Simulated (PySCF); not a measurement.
C2H5NOSi. Atoms are numbered in the order given.

```xyz
10

C      2.3956    -0.7499     0.5464
C      1.2234    -0.4500     0.4093
Si    -0.5504     0.0157     0.2202
N     -1.0309    -0.7002    -1.2695
O     -0.7612     1.6672     0.2230
H      3.4301    -1.0138     0.6715
H     -1.3145    -0.4142     1.4143
H     -0.4429    -1.3874    -1.7281
H     -2.0033    -0.7785    -1.5478
H     -0.3715     2.1367    -0.5252
```
Charge 0, spin multiplicity 1.

The structure is a stationary point at B3LYP-D3(BJ)/def2-SVP. The structure was generated by enumeration; whether it is a known compound was not checked. The values are those of a single conformer.

Computed with PBE0/pcSseg-1 (PySCF).

GIAO shieldings, no solvent; atoms listed in one row are averaged. δ = σ(ref) − σ: ¹³C against TMS (σ = 186.3 ppm); ²⁹Si against TMS (σ = 352.7 ppm); ¹⁵N against NH3 (σ = 267.4 ppm); ¹⁷O against H2O (σ = 334.2 ppm); ¹H against TMS (σ = 31.56 ppm), references at their B3LYP-D3(BJ)/def2-TZVP geometries, non-relativistic.

Problem. Estimate the chemical shifts. (The exact figures need the calculation; the answer reports its results.)

Solution. 
```csv
nucleus,atoms,count,δ (ppm)
¹³C,C1,1,100.0
¹³C,C2,1,91.3
²⁹Si,Si3,1,-46.9
¹⁵N,N4,1,36.8
¹⁷O,O5,1,67.4
¹H,H7,1,5.00
¹H,H6,1,2.36
¹H,H10,1,1.91
¹H,H8,1,1.45
¹H,H9,1,1.19
```
